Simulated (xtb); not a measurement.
H8CuO4, charge +2, doublet, from a rough starting geometry (GFN-xTB shapes and energies of metal compounds can be far from the true ones); GFN2-xTB (xtb 6.7.1).

Here is a job for xtb.
```
$ xtb mol.xyz --gfn 2 --chrg 2 --uhf 1 --opt vtight --json

# file mol.xyz
13

Cu     0.02708557     0.00618657    -0.02323329
O      1.94012526    -0.59199525    -0.08369896
H      2.33058806    -0.89404696    -0.91730716
H      2.21474423    -1.19888566     0.56194046
O      0.56513211     1.90500859     0.19619403
H      1.01539362     2.31243041    -0.60156810
H      1.04468917     2.19881338     0.95447078
O     -1.90151897     0.57461867     0.08986044
H     -2.32321221     0.96117289    -0.70357321
H     -2.22036335     1.08589740     0.87635370
O     -0.54101037    -1.94040802    -0.03271680
H     -1.10174517    -2.25091378     0.68482789
H     -0.96788109    -2.24081407    -0.86263071
```

It wrote (shortened):

```
   ID    Z sym.   atoms
    1   29 Cu     1
    2    8 O      2, 5, 8, 11
    3    1 H      3, 4, 6, 7, 9, 10, 12, 13

           -------------------------------------------------
          |                Calculation Setup                |
           -------------------------------------------------

molecular fragmentation (1/2 indicates fragments):
1111111111222
# atoms in fragment 1/2:    10     3
 fragment masses (1/2) :      117.59       18.02
CMA distance (Bohr)    :   4.502
constraining FC (au)   :  0.0500

           -------------------------------------------------
          |                 G F N 2 - x T B                 |
           -------------------------------------------------

          ...................................................
          :                      SETUP                      :
          :.................................................:
          :  # basis functions                  34          :
          :  # atomic orbitals                  33          :
          :  # shells                           19          :
          :  # electrons                        41          :
          :  max. iterations                   250          :
          :  Hamiltonian                  GFN2-xTB          :
          :  restarted?                      false          :
          :  GBSA solvation                  false          :
          :  PC potential                    false          :
          :  electronic temp.          300.0000000     K    :
          :  accuracy                    1.0000000          :
          :  -> integral cutoff          0.2500000E+02      :
          :  -> integral neglect         0.1000000E-07      :
          :  -> SCF convergence          0.1000000E-05 Eh   :
          :  -> wf. convergence          0.1000000E-03 e    :
          :  Broyden damping             0.4000000          :
          :  net charge                          2          :
          :  unpaired electrons                  1          :
          ...................................................

 iter      E             dE          RMSdq      gap      omega  full diag
   1    -23.3626984 -0.233627E+02  0.463E+00    9.26       0.0  T
   2    -23.3728161 -0.101178E-01  0.266E+00    9.35       1.0  T
   3    -23.3737515 -0.935372E-03  0.619E-01    9.17       1.0  T
   4    -23.3739720 -0.220554E-03  0.948E-02    9.12       1.0  T
   5    -23.3740018 -0.297600E-04  0.806E-02    9.16       1.0  T
[...]
 * total energy  :   -23.2489609 Eh     change       -0.1723585E-05 Eh
 * total energy  :   -23.2489618 Eh     change       -0.9317518E-06 Eh
 * total energy  :   -23.2489629 Eh     change       -0.1064912E-05 Eh
 * total energy  :   -23.2489644 Eh     change       -0.1532737E-05 Eh
 * total energy  :   -23.2489657 Eh     change       -0.1296367E-05 Eh
 * total energy  :   -23.2489664 Eh     change       -0.6904269E-06 Eh
 * total energy  :   -23.2489670 Eh     change       -0.5862430E-06 Eh
 * total energy  :   -23.2489673 Eh     change       -0.3219475E-06 Eh
 * total energy  :   -23.2489676 Eh     change       -0.2617164E-06 Eh
 * total energy  :   -23.2489678 Eh     change       -0.2651513E-06 Eh
 * total energy  :   -23.2489680 Eh     change       -0.1360867E-06 Eh
 * total energy  :   -23.2489680 Eh     change       -0.7417308E-07 Eh
   *** GEOMETRY OPTIMIZATION CONVERGED AFTER 22 ITERATIONS ***
         :: total energy             -23.248968049758 Eh    ::
[...]
    10   1 H        0.804     0.390     0.502     1.113
    11   8 O        2.222    -0.460    21.989     6.333
    12   1 H        0.804     0.390     0.502     1.113
    13   1 H        0.804     0.390     0.503     1.114

 Mol. C6AA /au·bohr⁶  :       1259.076956
 Mol. C8AA /au·bohr⁸  :      42373.756913
 Mol. α(0) /au        :         61.004988

Wiberg/Mayer (AO) data.
largest (>0.10) Wiberg bond orders for each atom

 ---------------------------------------------------------------------------
     #   Z sym  total        # sym  WBO       # sym  WBO       # sym  WBO
 ---------------------------------------------------------------------------
     1  29 Cu   1.994 --     2 O    0.487     8 O    0.487    11 O    0.487
                             5 O    0.487
     2   8 O    2.224 --     4 H    0.841     3 H    0.841     1 Cu   0.487
     3   1 H    0.848 --     2 O    0.841
     4   1 H    0.848 --     2 O    0.841
     5   8 O    2.224 --     6 H    0.841     7 H    0.841     1 Cu   0.487
     6   1 H    0.848 --     5 O    0.841
     7   1 H    0.848 --     5 O    0.841
     8   8 O    2.224 --     9 H    0.841    10 H    0.841     1 Cu   0.487
     9   1 H    0.848 --     8 O    0.841
    10   1 H    0.848 --     8 O    0.841
    11   8 O    2.224 --    13 H    0.841    12 H    0.841     1 Cu   0.487
    12   1 H    0.848 --    11 O    0.841
    13   1 H    0.848 --    11 O    0.841
 ---------------------------------------------------------------------------

Topologies differ in total number of bonds
Writing topology from bond orders to xtbtopo.mol

molecular dipole:
                 x           y           z       tot (Debye)
 q only:        0.024      -0.020       0.023
   full:        0.024      -0.020       0.016       0.088
molecular quadrupole (traceless):
                xx          xy          yy          xz          yz          zz
 q only:        7.366       0.035       7.295      -0.426       1.470     -14.661
  q+dip:        7.648       0.038       7.576      -0.439       1.518     -15.224
   full:        7.267       0.034       7.195      -0.414       1.439     -14.463

optimized geometry written to: xtbopt.xyz

           -------------------------------------------------
          | TOTAL ENERGY              -23.248968049758 Eh   |
          | GRADIENT NORM               0.000037667495 Eh/α |
          | HOMO-LUMO GAP               9.179751734788 eV   |
           -------------------------------------------------
```
